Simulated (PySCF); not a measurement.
trans-1,3-butadiene (C₄H₆), singlet, geometry from GFN2-xTB, atoms displaced at random by about 0.05 Å a coordinate. Base run: B3LYP/STO-3G in PySCF.

Input for PySCF:
```python
from pyscf import gto, scf, dft
from pyscf.geomopt import geometric_solver

mol = gto.Mole()
mol.atom = '''
    C     0.61272427    1.70941306   -0.07407357
    C     0.68301891    0.36679088   -0.01604862
    C    -0.59174359   -0.28258577    0.05558786
    C    -0.52881606   -1.71304904   -0.03678379
    H     1.51129609    2.25060204   -0.01913619
    H    -0.27751923    2.34545402   -0.04770843
    H     1.52300807   -0.13327875    0.01917342
    H    -1.51568938    0.18250334   -0.01099977
    H     0.33977996   -2.27919760   -0.05045286
    H    -1.55124045   -2.34667887   -0.04453201
'''
mol.basis = 'sto-3g'
mol.verbose = 3
mol.build()

def method(m):
    mf = dft.RKS(m)
    mf.xc = 'b3lyp'
    return mf

conv, mol_eq = geometric_solver.kernel(method(mol), maxsteps=100)
print('optimisation converged:', conv)
print(mol_eq.tostring(format='xyz'))
mf = method(mol_eq)
mf.kernel()
```

Variants of this job, named by their change:

| change | ΔE vs base (kcal/mol) | optimiser steps | core-seconds (rough) |
|---|---|---|---|
| base | 0.000 | 13 | 30 |
| convergence_set = GAU_LOOSE | 0.000 | 11 | 30 |
| trust = 0.02 | 0.000 | 13 | 30 |
| convergence_set = NWCHEM_LOOSE | 0.000 | 11 | 30 |
| coordsys = cart | 0.003 | 29 | 60 |
| coordsys = dlc | 0.000 | 13 | 30 |
| convergence_set = GAU_VERYTIGHT | 0.000 | 35 | 50 |
